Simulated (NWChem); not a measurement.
System: C5H8; SMILES C=CC1CC1

Parts of the log:

```
             Northwest Computational Chemistry Package (NWChem) 7.3.0
             --------------------------------------------------------

 CS  symmetry detected

                             Geometry "geometry" -> ""
                             -------------------------

 Output coordinates in angstroms (scale by  1.889725989 to convert to a.u.)

  No.       Tag          Charge          X              Y              Z
 ---- ---------------- ---------- -------------- -------------- --------------
    1 C                    6.0000    -0.11660797     2.24050834     0.00000000
    2 C                    6.0000     0.37670731     0.99933262     0.00000000
    3 C                    6.0000    -0.42184218    -0.23954783     0.00000000
    4 C                    6.0000     0.07653074    -1.45398488    -0.74611600
    5 C                    6.0000     0.07653074    -1.45398488     0.74611600
    6 H                    1.0000    -1.19525743     2.42660999     0.00000000
    7 H                    1.0000     0.54045899     3.11331705     0.00000000
    8 H                    1.0000     1.46639203     0.86061570     0.00000000
    9 H                    1.0000    -1.50565062    -0.08372479     0.00000000
   10 H                    1.0000     1.03511049    -1.36827326    -1.26590500
   11 H                    1.0000    -0.66203791    -2.06710577    -1.26907900
   12 H                    1.0000     1.03511049    -1.36827326     1.26590500
   13 H                    1.0000    -0.66203791    -2.06710577     1.26907900

 Effective nuclear repulsion energy (a.u.)     162.8737063588

      Symmetry information
      --------------------

 Group name             Cs
 Group number              2
 Group order               2
 No. of unique centers    10

                                Z-matrix (autoz)
                                --------

 Units are Angstrom for bonds and degrees for angles

[...]

      ----------------------
      Optimization converged
      ----------------------

  Step       Energy      Delta E   Gmax     Grms     Xrms     Xmax
  ---- ---------------- -------- -------- -------- -------- --------
@    7    -192.85587904 -4.9D-07  0.00006  0.00002  0.00049  0.00159
                                     ok       ok       ok       ok

                                Z-matrix (autoz)
                                --------

 Units are Angstrom for bonds and degrees for angles

[...]

 Rotational Constants
 --------------------
 A=   0.506513 cm-1  (  0.728743 K)
 B=   0.102907 cm-1  (  0.148057 K)
 C=   0.098785 cm-1  (  0.142126 K)

 Temperature                      =   298.15K
 frequency scaling parameter      =   1.0000

 Zero-Point correction to Energy  =   77.417 kcal/mol  (  0.123372 au)
 Thermal correction to Energy     =   80.581 kcal/mol  (  0.128414 au)
 Thermal correction to Enthalpy   =   81.173 kcal/mol  (  0.129358 au)

 Total Entropy                    =   71.425 cal/mol-K
   - Translational                =   38.554 cal/mol-K (mol. weight =  68.0626)
   - Rotational                   =   25.241 cal/mol-K (symmetry #  =        1)
   - Vibrational                  =    7.630 cal/mol-K

 Cv (constant volume heat capacity) =   17.567 cal/mol-K
   - Translational                  =    2.979 cal/mol-K
   - Rotational                     =    2.979 cal/mol-K
   - Vibrational                    =   11.608 cal/mol-K

[normal modes left out]

 ----------------------------------------------------------------------------
 Normal Eigenvalue ||           Projected Infra Red Intensities
  Mode   [cm**-1]  || [atomic units] [(debye/angs)**2] [(KM/mol)] [arbitrary]
 ------ ---------- || -------------- ----------------- ---------- -----------
    1       -0.000 ||    0.000033           0.001         0.032       0.040
    2       -0.000 ||    0.000000           0.000         0.000       0.000
    3        0.000 ||    0.000001           0.000         0.001       0.001
    4        0.000 ||    0.000029           0.001         0.028       0.035
    5        0.000 ||    0.000019           0.000         0.019       0.023
    6        0.000 ||    0.000022           0.001         0.021       0.026
    7      120.722 ||    0.000047           0.001         0.046       0.057
    8      300.278 ||    0.001058           0.024         1.032       1.281
    9      355.909 ||    0.002011           0.046         1.961       2.435
   10      490.601 ||    0.002276           0.053         2.219       2.756
   11      752.423 ||    0.003480           0.080         3.392       4.213
   12      842.251 ||    0.001953           0.045         1.904       2.364
   13      883.432 ||    0.002725           0.063         2.656       3.299
   14      884.227 ||    0.022641           0.522        22.071      27.414
   15      991.871 ||    0.045205           1.043        44.068      54.736
   16     1024.352 ||    0.010201           0.235         9.944      12.351
   17     1097.069 ||    0.075652           1.745        73.750      91.602
   18     1132.909 ||    0.004229           0.098         4.123       5.121
   19     1167.601 ||    0.000910           0.021         0.887       1.101
   20     1203.147 ||    0.007056           0.163         6.878       8.543
   21     1236.031 ||    0.012393           0.286        12.081      15.005
   22     1247.985 ||    0.003477           0.080         3.389       4.210
   23     1272.219 ||    0.000017           0.000         0.017       0.021
   24     1313.030 ||    0.001098           0.025         1.070       1.329
   25     1351.711 ||    0.002128           0.049         2.074       2.577
   26     1475.510 ||    0.002025           0.047         1.974       2.452
   27     1479.167 ||    0.000999           0.023         0.974       1.210
   28     1621.261 ||    0.003574           0.082         3.485       4.328
   29     1627.387 ||    0.000138           0.003         0.134       0.167
   30     1646.238 ||    0.002120           0.049         2.066       2.566
   31     1858.186 ||    0.025744           0.594        25.096      31.171
   32     3297.663 ||    0.008673           0.200         8.455      10.502
   33     3316.546 ||    0.019208           0.443        18.725      23.258
   34     3316.937 ||    0.006943           0.160         6.768       8.406
   35     3324.187 ||    0.009609           0.222         9.367      11.635
   36     3349.016 ||    0.004936           0.114         4.812       5.977
   37     3390.495 ||    0.020134           0.464        19.627      24.378
   38     3396.178 ||    0.000055           0.001         0.053       0.066
   39     3413.296 ||    0.019280           0.445        18.795      23.344
 ----------------------------------------------------------------------------
```

Level: Hartree-Fock/3-21G. 

**Question.** Which NWChem input produces such a log?

**Answer.** This is not unique; one that fits is the input that was run:
```
start job
memory heap 200 mb stack 900 mb global 1100 mb
geometry units angstroms
  C     -0.119056    -2.239671     0.000000
  C      0.375078    -0.998821     0.000000
  C     -0.422654     0.240586     0.000000
  C      0.076520     1.454694    -0.746116
  C      0.076520     1.454694     0.746116
  H     -1.197828    -2.425061     0.000000
  H      0.537435    -3.112913     0.000000
  H      1.464854    -0.860823     0.000000
  H     -1.506565     0.085478     0.000000
  H      1.035043     1.368350    -1.265905
  H     -0.661644     2.068302    -1.269079
  H      1.035043     1.368350     1.265905
  H     -0.661644     2.068302     1.269079
end
basis spherical
  * library 3-21g
end
dft
  xc hfexch
  iterations 150
end
driver
  maxiter 120
end
task dft optimize
task dft freq
```
